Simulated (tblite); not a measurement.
Compound: C₄H₇OS₂ (doublet state).
Atom-mapped SMILES: `[CH3:1][O:2][C:3](=[S:4])[CH2:5][CH2:6][S:7]` (hydrogens: H8, H9, H10 on C1; H11, H12 on C5; H13, H14 on C6)

Structure used (GFN2-xTB), in Å, numbered top down from 1:
```xyz
14
C4H7OS2 angstrom
C      2.3735    0.1300    0.2779
O      0.9983    0.4482    0.1719
C      0.2535   -0.2618   -0.6544
S      0.8135   -1.4921   -1.5690
C     -1.1857    0.1582   -0.6741
C     -1.8210   -0.0091    0.7103
S     -3.5188    0.5825    0.6990
H      2.7869    0.8052    1.0231
H      2.8717    0.2715   -0.6843
H      2.5038   -0.9100    0.5878
H     -1.7258   -0.4408   -1.4074
H     -1.2449    1.2114   -0.9635
H     -1.2710    0.5661    1.4563
H     -1.8349   -1.0599    1.0042
```

Structure optimised with GFN2-xTB, isolated species. This method treats the open shell by occupation alone, without spin polarisation.

Masses are those of the commonest isotopes; rigid-rotor values at the optimised geometry. The values belong to one conformer with, in the numbering `[CH3:1][O:2][C:3](=[S:4])[CH2:5][CH2:6][S:7]`, C1–O2–C3–S4 0°, O2–C3–C5–C6 -61°, C3–C5–C6–S7 177°.

Q: What are A, B and C (MHz)?

A: Ia = 136.75, Ib = 631.27, Ic = 737.97 u·Å²; 505379 MHz·u·Å²/I gives A = 3696, B = 800.6, C = 684.8 MHz.

Q: What kind of rotor is it?

A: A near-prolate asymmetric top: κ = (2 × 800.6 − 3696 − 684.8)/(3696 − 684.8) = -0.92.

Q: What does the inertial defect say?

A: Not planar: Δ = Ic − Ia − Ib = -30.04 u·Å². For a rigid frame Δ = −2 Σ m c², so Σ m c² = 15.02 u·Å² lies off the ab plane: 6.82 from hydrogen and 8.20 from heavier atoms. The atom farthest from that plane is 1.53 Å away.

Q: Give the other two planar moments, Paa and Pbb, and the rms extents of the mass along the axes.

A: Paa = Σ m a² = (Ib + Ic − Ia)/2 = 616.25 and Pbb = Σ m b² = (Ia + Ic − Ib)/2 = 121.72 u·Å². With the mass M = 134.99 u, the rms extents √(P/M) along a, b and c are 2.14, 0.95, 0.33 Å.

Q: Where do the levels up to J = 5 lie, in MHz?

A: Above 0(0,0):
J = 1: 1(0,1) 1485, 1(1,1) 4381, 1(1,0) 4496
J = 2: 2(0,2) 4453, 2(1,2) 7236, 2(1,1) 7583, 2(2,1) 16268, 2(2,0) 16272
J = 3: 3(0,3) 8895, 3(1,3) 11516, 3(1,2) 12211, 3(2,2) 20725, 3(2,1) 20742, 3(3,1) 35492, 3(3,0) 35492
J = 4: 4(0,4) 14803, 4(1,4) 17220, 4(1,3) 18377, 4(2,3) 26664, 4(2,2) 26714, 4(3,2) 41440, 4(3,1) 41441, 4(4,1) 62106, 4(4,0) 62106
J = 5: 5(0,5) 22163, 5(1,5) 24343, 5(1,4) 26077, 5(2,4) 34083, 5(2,3) 34201, 5(3,3) 48878, 5(3,2) 48880, 5(4,2) 69540, 5(4,1) 69540, 5(5,1) 96111, 5(5,0) 96111
The levels of one J sum to (2J + 1)J(J + 1)(A + B + C)/3.

Q: Estimate the classical rotational partition function at 25 K, 200 K and 500 K.

A: Point group C1, symmetry number σ = 1; q = (√π/σ)·√((kT/h)³/(ABC)), k/h = 20836.6 MHz/K: 14800 at 25 K, 335000 at 200 K, 1320000 at 500 K.

For this open shell read J as N, the rotation without spin; fine and hyperfine splittings come on top. Its GFN2-xTB frequencies are all real (lowest 17 cm⁻¹). No vibrational averaging or centrifugal distortion is included, and the geometry carries the error of its method.

The numbers are calculated, not measured.
